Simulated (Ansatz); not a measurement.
Computed with Ansatz on PBE0-D4/def2-TZVP structures; ΔE is electronic, products minus reactants. CCSD(T)/CBS adds triple-zeta CCSD(T) − MP2 to the extrapolated MP2 energy (def2 sets, frozen cores). Functionals use def2-TZVPP. B3LYP here is the variant with VWN-RPA as its local correlation; programs differ in this. def2 core potentials past Kr. For Sn outer-core shells are correlated without core-valence functions, which leaves a few kJ/mol of doubt a bond. One conformer a species, not always the lowest.

Reaction (redistribution): `F[SiH]1CS1` + `C[S][SnH]([Cl])[Cl]` → `C[Si]1(F)CS1` + `[SH][SnH]([Cl])[Cl]`

**Question.** Is it downhill or uphill in electronic energy at CCSD(T)/CBS, and by how much? (Best estimate.)

**Answer.** Ansatz gave: Downhill: ΔE = -60.0 kJ/mol.

**Question.** What do these levels give: r2SCAN-D4, B3LYP-D4, ωB97M-V, B2PLYP, r2SCAN, PBE0, B3LYP, HF/def2-TZVPP, MP2/def2-TZVPP, SCS-MP2/def2-TZVPP, CCSD/def2-TZVPP, MP2/def2-QZVPP? (An estimate is asked.)

**Answer.** Ansatz gave: r2SCAN-D4 -63.8, B3LYP-D4 -59.8, ωB97M-V -64.0, B2PLYP -62.0, r2SCAN -64.2, PBE0 -63.4, B3LYP -62.2, HF/def2-TZVPP -63.9, MP2/def2-TZVPP -62.0, SCS-MP2/def2-TZVPP -60.1, CCSD/def2-TZVPP -64.5, MP2/def2-QZVPP -60.3 kJ/mol.

Largest T1 diagnostic among the species: 0.012.
